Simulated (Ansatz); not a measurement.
The cluster TiF3. Charge 0, multiplicity 2. Geometry PBE0-D4/def2-TZVP.

Cartesian coordinates in Å:
```
Ti 0.000 -0.004 0.003
F 1.477 -0.462 -0.859
F -1.581 -0.459 -0.649
F 0.104 0.925 1.505
```

HSE06 is defined as in plane-wave codes, on full-range PBE exchange. The structure comes from a short search, and lower isomers may exist.

(1) Estimate the α-spin orbital energies around the gap (eV) in Ansatz with PBE-D4/def2-SVP, PBE-D4/def2-TZVP, r2SCAN-D4/def2-TZVP, PBE0-D4/def2-TZVPD, HSE06-D4/def2-TZVP.

## Answers

(1) 
| orbital | PBE-D4/def2-SVP | PBE-D4/def2-TZVP | r2SCAN-D4/def2-TZVP | PBE0-D4/def2-TZVPD | HSE06-D4/def2-TZVP |
| --- | --- | --- | --- | --- | --- |
| HOMO−9 | -10.88 | -11.36 | -11.80 | -13.32 | -12.89 |
| HOMO−8 | -10.88 | -11.36 | -11.80 | -13.31 | -12.89 |
| HOMO−7 | -10.76 | -11.27 | -11.73 | -13.31 | -12.88 |
| HOMO−6 | -10.14 | -10.64 | -11.03 | -12.49 | -12.07 |
| HOMO−5 | -10.14 | -10.64 | -11.03 | -12.49 | -12.07 |
| HOMO−4 | -9.81 | -10.29 | -10.71 | -12.16 | -11.73 |
| HOMO−3 | -9.67 | -10.20 | -10.63 | -12.12 | -11.70 |
| HOMO−2 | -9.67 | -10.20 | -10.63 | -12.12 | -11.70 |
| HOMO−1 | -9.46 | -9.98 | -10.43 | -11.90 | -11.48 |
| HOMO | -4.93 | -5.30 | -5.83 | -7.27 | -6.87 |
| LUMO | -3.60 | -3.96 | -3.75 | -2.55 | -2.96 |
| LUMO+1 | -3.60 | -3.96 | -3.75 | -2.55 | -2.96 |
| LUMO+2 | -2.03 | -2.41 | -2.35 | -1.16 | -1.56 |
| LUMO+3 | -2.03 | -2.41 | -2.34 | -1.16 | -1.56 |
| LUMO+4 | -0.72 | -0.96 | -0.44 | -0.42 | -0.69 |
| LUMO+5 | 0.68 | 0.36 | 0.48 | -0.17 | 0.79 |
| β HOMO | -9.48 | -10.00 | -10.46 | -11.94 | -11.51 |
| β LUMO | -3.28 | -3.65 | -3.37 | -2.46 | -2.86 |
